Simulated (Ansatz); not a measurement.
`CC[SiH2][SiH2]F` + H₂ → `CC[SiH2][SiH3]` + H–F  (hydrogenolysis of the Si–F bond)

Program: Ansatz. Geometries: PBE0-D4/def2-TZVP. ΔE: electronic, gas phase. CBS: MP2 limit from def2 TZ/QZ plus the TZ coupled-cluster correction, frozen cores. This one scheme is used for every species. DFT in def2-TZVPP. One conformer a species, not always the lowest.

```tsv
level	ΔE (kcal/mol)	difference from CCSD(T)/CBS
PBE-D4	22.0	-1.3
PBE0-D4	21.5	-1.8
ωB97X-V	23.9	0.6
B2PLYP	24.6	1.3
PBE	22.1	-1.2
r2SCAN	24.8	1.5
MP2/def2-TZVPP	23.8	0.5
SCS-MP2/def2-QZVPP	24.7	1.4
HF/CBS(def2)	25.1	1.8
MP2/CBS(def2)	24.4	1.1
CCSD(T)/CBS	23.3	0
```

Largest T1 diagnostic among the species: 0.011.

In def2-TZVPP, CCSD(T) changes the Hartree–Fock value by −1.9 kcal/mol (the triples alone add +0.1 kcal/mol) and MP2 by −0.8 kcal/mol.
